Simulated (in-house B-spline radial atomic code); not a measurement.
A fraction x of an electron is removed from 5s in Sb IV (Sb3+), starting from [Kr] 4d10 5s2 and keeping the highest spin. All numbers are computed (scalar-relativistic (X2C) revTPSS, spin-polarised, spherical fractional occupations; Fermi nucleus of rms radius 4.6802 fm) with a radial B-spline atomic code at the basis-set limit, not measured.

```csv
x,E(x) - E(0) (eV),5s down level (eV)
0,0.0000,-38.671
0.09,3.5192,-39.533
0.23,9.1475,-40.872
0.37,14.9636,-42.215
0.43,17.5138,-42.793
0.5,20.5329,-43.469
0.61,25.3733,-44.540
0.72,30.3322,-45.626
0.84,35.8795,-46.833
0.93,40.1357,-47.748
1,43.5024,-
```

The exact functional would give a straight line between the two integer points. Deviations E(x) - E(0) - x[E(1) - E(0)], in eV: -0.396 at x = 0.09, -0.858 at x = 0.23, -1.132 at x = 0.37, -1.192 at x = 0.43, -1.218 at x = 0.5, -1.163 at x = 0.61, -0.99 at x = 0.72, -0.663 at x = 0.84, -0.322 at x = 0.93.

The curve lies below the straight line by up to 1.218 eV (at x = 0.5): convex, the delocalisation error that favours fractional charges.

Question: How well does Slater's transition state (minus the level at half occupation) give the ionisation energy?

Answer: It gives 43.469 eV against 43.502 eV from the two total energies; NIST lists 43.80 eV, ground level to ground level.
